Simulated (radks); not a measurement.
Task: Cr3+, configuration [Ne] 3s2 3p5.5 3d3 4f0.5 (fractional occupations, a model configuration). All-electron calculation, scalar-relativistic Kohn-Sham, exchange-only LDA, spin-polarised, spherical densities, point nucleus; open shells are filled with parallel spins first. Program: a radial shooting solver on a logarithmic mesh with Libxc functionals. Some entries of the table are withheld. Estimate them.

| orbital | occ. | eigenvalue (hartree) | <r> (bohr) |
|---|---|---|---|
| 1s up | 1 | -217.2931 | 0.06367 |
| 1s down | 1 | -217.2842 | 0.06367 |
| 2s up | 1 | -26.19762 | 0.2941 |
| 2s down | 1 | -26.12580 | 0.2936 |
| 2p up | 3 | -22.32687 | 0.2605 |
| 2p down | 3 | -22.26721 | 0.2599 |
| 3s up | 1 | -4.38933 | 0.8824 |
| 3s down | 1 | -4.20643 | 0.8858 |
| 3p up | 3 | -3.33077 | 0.9267 |
| 3p down | 2.5 | -3.15154 | 0.9325 |
| 3d up | 3 | -1.68365 | 1.055 |
| 3d down | 0 | -1.51236 | 1.077 |
| 4f up | 0.5 | (1) | 4.625 |
| 4f down | 0 | (2) | 5.149 |

Result: 
(1) 4f up eigenvalue (hartree): -0.38844
(2) 4f down eigenvalue (hartree): -0.30640
